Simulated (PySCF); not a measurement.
Ionising TaBr

PBE; basis Ta def2-TZVPPD with ECP60, Br def2-TZVPPD; scalar-relativistic core potentials; PySCF 2.14. Neutral (UKS): quintet (σ ↑, π ↑, δ ↑↑), Re = 2.445 Å, ωe = 248 cm⁻¹, HOMO -3.93 eV, LUMO -3.63 eV.

TaBr⁺ (UKS): quartet (σ ↑, δ ↑↑), Re = 2.319 Å, ωe = 314 cm⁻¹. The energies at the minima are -2630.72746 hartree for TaBr and -2630.47344 for TaBr⁺.

Question: Work out the adiabatic ionisation energy, without and with harmonic zero-point energies (1 hartree = 27.2114 eV, 1 eV = 8065.5 cm⁻¹), and the change of the bond length.

Answer: At PBE: 0.25402 hartree = 6.912 eV between the minima; the zero-point term (314.0 − 248.0)/2 cm⁻¹ = +0.004 eV makes it 6.916 eV. Re changes by -12.6 pm against the neutral. The electron leaves a π orbital, and the shorter bond of the ion fits an antibonding orbital, or a change in how ionic the bond is.

TaBr⁻ (UKS): quartet (π ↑↑, δ ↑), Re = 2.584 Å, ωe = 176 cm⁻¹. The energies at the minima are -2630.72746 hartree for TaBr and -2630.77139 for TaBr⁻.

Question: Work out the adiabatic electron affinity, without and with harmonic zero-point energies (1 hartree = 27.2114 eV, 1 eV = 8065.5 cm⁻¹), and the change of the bond length.

Answer: At PBE: 0.04393 hartree = 1.195 eV between the minima; the zero-point term (248.0 − 176.0)/2 cm⁻¹ = +0.004 eV makes it 1.200 eV. Re changes by +13.9 pm against the neutral. More than one orbital changes its filling between the two states.

De is left out where the level can put another filling of the metal’s s and d shells below the measured ground configuration, by anything from nothing to about 1 eV. These are scalar-relativistic numbers at best; spin–orbit coupling would shift them, the dissociation energy most. The highest Kohn–Sham level is positive in this anion. Much of that is self-interaction error, but it also means that the finite basis helps to hold the extra electron. With d or f electrons several states lie close, and the lowest PBE0 determinant need not be the measured ground state.
